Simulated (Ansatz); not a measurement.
`[OH][Zr]([OH])([I])[I]` + `[OH][Ti]([OH])([OH])[F]` → `[OH][Zr]([OH])([OH])[I]` + `[OH][Ti]([OH])([F])[I]`  (redistribution)

Computed with Ansatz on PBE0-D4/def2-TZVP structures; ΔE is electronic, products minus reactants. CBS: MP2 limit from def2 TZ/QZ plus the TZ coupled-cluster correction, frozen cores. DFT in def2-TZVPP. def2 core potentials past Kr. For I, Ti, Zr outer-core shells are correlated without core-valence functions, which leaves a few kJ/mol of doubt a bond. Scalar relativity is left out up to krypton. One conformer a species, not always the lowest.

`[OH][Zr]([OH])([I])[I]`:

Cartesian coordinates in Å:
```
O 0.920 1.442 0.013
Zr -0.302 0.014 0.182
O 0.308 -1.505 -0.756
I -0.555 -0.622 2.825
I -2.708 0.785 -0.852
H 1.610 2.081 -0.147
H 0.726 -2.195 -1.265
```

`[OH][Ti]([OH])([OH])[F]`:

```xyz
8

O    -1.378    0.772    0.617
Ti    0.189    0.238   -0.058
O     1.234   -0.318    1.289
O    -0.048   -1.100   -1.220
F     0.950    1.586   -0.913
H    -1.959    1.511    0.431
H     1.818   -1.076    1.349
H    -0.807   -1.614   -1.495
```

`[OH][Zr]([OH])([OH])[I]`:

```xyz
8

O     0.617   -0.096    1.731
Zr    0.144    0.199   -0.094
O     0.503   -1.367   -1.125
O    -1.703    0.660   -0.226
I     1.660    2.288   -1.085
H     0.605   -0.151    2.682
H     0.794   -2.228   -1.410
H    -2.622    0.695   -0.473
```

`[OH][Ti]([OH])([F])[I]`:

```xyz
7

O     0.049    0.819   -1.246
Ti   -0.244    0.014    0.296
O     1.270   -0.668    0.912
F    -0.917    1.130    1.466
I    -1.949   -1.890   -0.108
H    -0.314    1.494   -1.819
H     2.105   -0.899    0.499
```

```
       level  ΔE (kJ/mol)
         PBE         -0.5
HF/CBS(def2)          7.9
```

Task: What does CCSD(T)/CBS give? (An estimate is asked.)

Result: Ansatz gave: +3.0 kJ/mol. The listed levels differ from it by -3.5, 4.9 kJ/mol.

Task: What do rigid-rotor, harmonic-oscillator terms from PBE0-D4/def2-TZVP frequencies (298.15 K, 1 bar) make of the CCSD(T)/CBS value? (An estimate is asked.)

Result: Computed: ΔZPE = -1.5 kJ/mol, ΔH = +2.3 kJ/mol, ΔS = 4 J/(mol·K), ΔG = +1.1 kJ/mol. Modes under 50 cm⁻¹ make the entropy rough.

Largest T1 diagnostic among the species: 0.023, so the coupled-cluster value is less sure than usual.

In def2-TZVPP, CCSD(T) changes the Hartree–Fock value by −3.6 kJ/mol (the triples alone add −3.4 kJ/mol) and MP2 by −5.9 kJ/mol. At CCSD(T), def2-SVP lies −11.6 kJ/mol from the extrapolated value and def2-TZVPP +1.3 kJ/mol. From BLYP to BHLYP (50 % exact exchange), in def2-TZVPP and without D4, ΔE moves by +4.9 kJ/mol.

CCSD(T)/CBS has its own doubt, a few kJ/mol and more with outer-core shells, so smaller differences from it don't rank the levels.
